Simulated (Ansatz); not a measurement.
Input for Ansatz (a program for electronic structure): R-r2SCAN/def2-TZVPP on C4H4 (SMILES C#CC=C).

Ansatz 0.2 input:
```yaml
crystal:
  periodic: [false, false, false]
  atoms:
    - {symbol: C, position_ang: [-1.14846195, 0.75024519, 0.54775508]}
    - {symbol: C, position_ang: [-0.58892953, -0.32395491, -0.01127388]}
    - {symbol: C, position_ang: [0.78767424, -0.43094735, -0.34121864]}
    - {symbol: C, position_ang: [1.94843923, -0.55252049, -0.63238579]}
    - {symbol: H, position_ang: [-0.56686441, 1.62988073, 0.78964785]}
    - {symbol: H, position_ang: [-2.20555483, 0.76924510, 0.77506500]}
    - {symbol: H, position_ang: [-1.20113269, -1.19057075, -0.24143779]}
    - {symbol: H, position_ang: [2.97492992, -0.65147751, -0.88635182]}
basis:
  gaussian:
    orbitals: def2-TZVPP
hamiltonian:
  xc: {name: r2SCAN}
scf: {lower_state_search: off}
```

It printed:

```
WARN ansatz: RAYON_NUM_THREADS=4 ignored (pool sized by the plan → 4); use --threads N
Functional definition: r2SCAN
these checks for a lower state are left out or cut short: stability, starts, cluster_reference, orbital_swaps, neighbouring_geometries, increment
integrals: 0.07 GiB planned
956 factors; their error is unknown
mean field: 0.66 GiB planned
mean field evaluation 1: about -4200.9163 eV, gradient 5.9e1 eV
mean field evaluation 2: about -4198.2349 eV, gradient 6.6e1 eV
mean field evaluation 4: about -4209.3466 eV, gradient 6.5e0 eV
mean field evaluation 8: about -4209.4552 eV, gradient 2.5e-1 eV
mean field evaluation 16: about -4209.4324 eV, gradient 1.1e-4 eV
mean field -4209.43236457 eV, -154.6937861421 hartree, gradient 5.4e-6 eV, S^2 0.000000; 0 other end points of the search recorded, 0 dependent functions left out
reference -4209.43237501 eV, -154.6937865258 hartree; 14, 14 occupied and 166, 166 virtual orbitals, 956 factors
Total energy: -4209.43237501 eV, -154.6937865258 hartree
Checks for a lower state left out: stability, starts, cluster_reference, orbital_swaps, neighbouring_geometries, increment
```

Self-consistency was reached.

Cost: around 2.7 core-seconds (rough).
